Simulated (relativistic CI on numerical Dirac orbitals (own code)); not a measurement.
## Transition arrays of In¹²⁺

These numbers are calculated, not measured: Dirac-Coulomb-Breit CI, orbitals from a KLI potential per configuration, QED by a radiative potential, valence Slater integrals scaled by 0.9, whole transition arrays (own radial code, finite nucleus).

Configurations in the expansion (outside the closed core [Ar] 3d10 4s2): 4p⁶4d, 4p⁶4f, 4p⁵4d², 4p⁶5p, 4p⁶5f. Levels of other configurations are missing.

All E1 lines from the levels of 4p⁶4d; mean and standard deviation are weighted by gf, and upper levels are sorted by their leading configuration.

```
Upper configuration  Lines   Σgf  Mean (eV)  Mean (nm)  σ (eV)  Strongest line (nm)
             4p⁵4d²     63  62.0      88.85     13.955    3.17               13.871
              4p⁶5p      3   7.8      88.33     14.036    0.59               14.039
              4p⁶5f      3   0.1     143.10      8.664    0.63                8.692
```

Σgf per state of the lower configuration in bins of 0.02 nm over the central range (centre: value): 13.61: 0.83, 13.67: 0.03, 13.79: 1.43, 13.83: 0.22, 13.87: 1.76, 13.89: 0.18, 14.03: 0.85, 14.09: 1.34, 14.17: 0.13.

(1) How do configuration mixing and the scaling of the Slater integrals move the arrays?

## Answers

(1) Slater scale 0.9, no configuration mixing: 4p⁶4f 76.9 ± 0.6 eV (Σgf 9.5), 4p⁵4d² 86.8 ± 4.9 eV (Σgf 55.8), 4p⁶5p 88.4 ± 0.7 eV (Σgf 1.5), 4p⁶5f 143.0 ± 0.6 eV (Σgf 0.3); Slater scale 1: 4p⁵4d² 90.8 ± 3.1 eV (Σgf 67.9), 4p⁶5p 88.5 ± 0.7 eV (Σgf 3.3), 4p⁶5f 143.1 ± 0.6 eV (Σgf 0.0); Slater scale 0.8: 4p⁵4d² 86.9 ± 3.0 eV (Σgf 68.0), 4p⁶5p 88.1 ± 0.7 eV (Σgf 0.3), 4p⁶5f 143.1 ± 0.6 eV (Σgf 0.1). With mixing, levels are counted to their leading configuration, so an array can shrink or vanish into another, and the sums then hold other lines.
